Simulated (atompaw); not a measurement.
**What one change does to a pseudopotential (phosphorus, PAW (atompaw))**

| Property | Result |
| --- | --- |
| Element | phosphorus |
| Generator | atompaw 4.2.0.5 |
| Type | PAW |
| Functional | PBE |
| Relativity | scalar-relativistic |
| Frozen core | [Ne] |
| Valence charge | 5 |
| Reference configuration | 3s2 3p1 (charge +2) |
| Partial waves | 3s (bound): rc 1.50 bohr; 3s channel at -1.8 Ry: rc 1.50 bohr; 3p (bound): rc 1.50 bohr; 3p channel at -1.5 Ry: rc 1.35 bohr |
| Local potential | bessel scheme, radius 1.10 bohr |
| Core correction | smooth core density matched at 0.80 bohr |
| Augmentation charge | besselshape compensation charge, radius 1.30 bohr; PAW radius 1.50 bohr; waves and projectors: custom polynom vanderbiltortho |

Change: local potential troulliermartins scheme with l = 2 at 0.5 Ry, radius 1.10 bohr.

Cutoffs: the cutoffs (Ry, on a coarse ladder) from which the occupation-weighted sum of valence levels, in a spherical-Bessel basis at the reference potential, stays within 10 and 1 mRy of its value at 400 Ry; they do not see the model core or the augmentation charge, which bear on the density cutoff.

Q: What does the change do?

A: The potential gets harder (12 Ry and 35 Ry → 21 Ry and 35 Ry); both files keep a bound ghost (s).

| quantity | base | changed |
| --- | --- | --- |
| cutoff, loose | 12 Ry | 21 Ry |
| cutoff, tight | 35 Ry | 35 Ry |
| loose cutoff by channel (10 mRy a level) | s 10 Ry, p 8 Ry | s 21 Ry, p 8 Ry |
| bound ghosts | s | s |
| s: phases at 1.51 bohr within 0.05 rad from the reference energy up to (Ry; the scan ends near 5) | to the end of the scan | to the end of the scan |
| p: phases at 1.51 bohr within 0.05 rad from the reference energy up to (Ry; the scan ends near 5) | to the end of the scan | 4.0 |
| lowest overlap eigenvalue by channel | s 0.27, p 0.01 | s 0.26, p 0.07 |

 A true bound ghost makes a file unfit for plane-wave use even where its test errors are small: the radial tests pick states by their node count and pass the ghost by. The cutoffs see the waves, projectors and local potential, not the compensation charge or the core.
